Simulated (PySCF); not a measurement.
# Radial density of Br (bromine, neutral)

LC-wPBE, [Ar] 3d10 4s2 4p4 5s1, high-spin 4P determinant (an excited configuration). Computed with PySCF 2.14 in aug-cc-pwCVTZ-PP with ECP10MDF (8s7p6d4f1g, 96 functions), with scalar relativity through the core potential. This is the valence pseudo-density: the core potential removes the inner electrons and smooths the orbitals near the nucleus.

```tsv
r (bohr)	4πr²ρ (e/bohr)	4πr²(ρα − ρβ)
0.000576	2.294e-05	0.0000
0.000968	6.475e-05	0.0000
0.00163	0.0001819	0.0000
0.00274	0.0005043	0.0000
0.00461	0.001352	0.0000
0.00775	0.003348	0.0000
0.0130	0.007307	0.0000
0.0219	0.01435	0.0001
0.0369	0.02755	0.0002
0.0620	0.1098	0.0004
0.104	0.8729	0.0014
0.176	5.576	0.0166
0.295	21.76	0.1573
0.497	33.85	0.1845
0.835	12.05	0.1032
1.41	4.646	1.1879
2.36	2.012	0.7685
3.98	0.4018	0.3149
6.69	0.1167	0.1159
11.2	0.0002427	0.0002
```

Energies and moments cover only the electrons outside the core potential. The outer electron is Rydberg-like, and this basis confines it to a smaller radius and binds it less than a complete one would.
